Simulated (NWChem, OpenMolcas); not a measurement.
**How basis sets differ on CH6ClNSi (SMILES C[SiH](N)Cl)**

CH6ClNSi has 10 atoms, charge 0, and is taken as a singlet. As SMILES, `C[SiH](N)Cl`. The shape is that of a PBE0-D4/def2-TZVP optimisation. This is one conformer, not always the lowest.

```xyz
10

C    -0.9243    0.9603   -0.4296
Si   -0.0556   -0.6376   -0.0734
N     1.2008   -0.3792    1.0508
Cl    0.5949   -1.3925   -1.9008
H    -1.7200    0.8095   -1.1616
H    -1.3595    1.3697    0.4850
H    -0.2269    1.6943   -0.8414
H    -0.9365   -1.6895    0.4826
H     1.8475    0.3826    0.9176
H     1.6627   -1.1687    1.4738
```

Each level gives the dipole moment (D). The values are calculated.

```tsv
level	kind	program	value (D)	CPU time
HF/ANO-R0 (sfX2C)	Hartree–Fock	OpenMolcas	2.10	2.2 s
HF/ANO-RCC-MB (DKH2)	Hartree–Fock	OpenMolcas	2.75	7.3 s
HF/ANO-XS-MB (DKH2)	Hartree–Fock	OpenMolcas	3.09	1.5 s
HF/STO-3G	Hartree–Fock	NWChem	2.65	2.4 s
HF/3-21G	Hartree–Fock	OpenMolcas	2.99	4.5 s
HF/6-31G* (spherical functions)	Hartree–Fock	OpenMolcas	2.38	8.8 s
```

The values span 2.10 to 3.09 D. Magnitudes only. Sets without polarisation functions give poor dipoles. Times are those of the runs behind each value, whatever else they computed, on shared processors of several kinds: orders of magnitude only.
